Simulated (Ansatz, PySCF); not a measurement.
Gas-phase reaction (SMILES): C[SiH](C)[SiH3] -> [SiH3] (SiH3) + C[SiH]C; the Si-Si bond at the site shown breaks (other sites are not compared here).

Each molecule is optimised on its own at B3LYP-D3(BJ)/def2-TZVP (Ansatz, an electronic-structure program). Valence correlation only, unless marked. Open shells are spin-unrestricted. No spin-orbit coupling. No relativistic terms. CBS marks a two-point X^-3 extrapolation of the correlation energy; Hartree-Fock from the larger set. Thermal terms are rigid-rotor harmonic-oscillator values from B3LYP-D3(BJ) frequencies (Ansatz or PySCF) at 298.15 K and 1 atm. 1 Eh = 627.5095 kcal/mol.

```json
[
 {"species": "C[SiH](C)[SiH3]", "E, CCSD(T)/CBS(cc-pV(T+d)Z,cc-pV(Q+d)Z) (Ansatz) (Eh)": "-660.28088", "E, PBE0-D4/def2-TZVPD (Ansatz + dftd4) (Eh)": "-660.93423", "H - E (Eh)": "0.11624"},
 {"species": "[SiH3] (SiH3)", "E, CCSD(T)/CBS(cc-pV(T+d)Z,cc-pV(Q+d)Z) (Ansatz) (Eh)": "-290.80393", "E, PBE0-D4/def2-TZVPD (Ansatz + dftd4) (Eh)": "-291.10991", "H - E (Eh)": "0.02515"},
 {"species": "C[SiH]C", "E, CCSD(T)/CBS(cc-pV(T+d)Z,cc-pV(Q+d)Z) (Ansatz) (Eh)": "-369.34853", "E, PBE0-D4/def2-TZVPD (Ansatz + dftd4) (Eh)": "-369.70072", "H - E (Eh)": "0.08696"}
]
```

Task: Work out ΔE and ΔH at 298.15 K at the first level, then ΔH at the second.

Result: 
1. ΔE = [(-290.80393) + (-369.34853)] - [(-660.28088)] = 0.12842 Eh = 80.6 kcal/mol at CCSD(T)/CBS(cc-pV(T+d)Z,cc-pV(Q+d)Z).
2. The terms H - E add up to -0.00413 Eh, so ΔH = (0.12842 + (-0.00413))×627.5095 = 78.0 kcal/mol.
3. At PBE0-D4/def2-TZVPD the same steps give ΔE = 77.6 and ΔH = 75.0 kcal/mol, a shift of -3.0 from the first level.
4. These values are not checked against measurement here, since the tables used lack a sound gas-phase enthalpy of formation for at least one species.
